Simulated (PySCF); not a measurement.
B3LYP has the VWN-RPA correlation part, as in Gaussian. Delta-SCF ions had no search for a lower state. Excitations are Tamm–Dancoff values on a coarser integration grid. The basis has no diffuse functions, so Rydberg states are missing or too high.

**C₃H₈Ge, SMILES `C=C[CH2][GeH3]` (C–C–C–Ge torsion 106°) (charge 0, multiplicity 1)**

All values below come from B3LYP-D3(BJ)/def2-TZVP run with PySCF.

```
Property                                                            Result
-------------------------------------------  -----------------------------
HOMO                                                              -6.88 eV
dipole moment                                                       0.50 D
LUMO                                                              -0.14 eV
HOMO–LUMO gap                                                      6.75 eV
S1 excitation (TDA)                                                6.59 eV
S1 oscillator strength                                               0.026
brightest of the four lowest singlets (TDA)                        6.88 eV
T1 excitation (TDA)                                                4.27 eV
S1–T1 gap (TDA)                                                    2.31 eV
vertical ionisation energy (Delta-SCF)                             9.10 eV
total energy                                                 -2196.2169 Ha
cost                                         around 4 core-minutes (rough)
```

```xyz
12

C      1.9615     0.3863     0.5527
C      1.0280    -0.4577     0.1252
C     -0.0629    -0.1260    -0.8330
Ge    -1.8130     0.0355     0.0911
H      2.0088     1.4090     0.1956
H      2.7096     0.0830     1.2730
H      1.0230    -1.4716     0.5176
H     -0.1757    -0.9036    -1.5916
H      0.1296     0.8188    -1.3434
H     -2.9421     0.2461    -0.9374
H     -1.7696     1.2305     1.0595
H     -2.0973    -1.2502     0.8906
```
Charge 0, spin multiplicity 1.
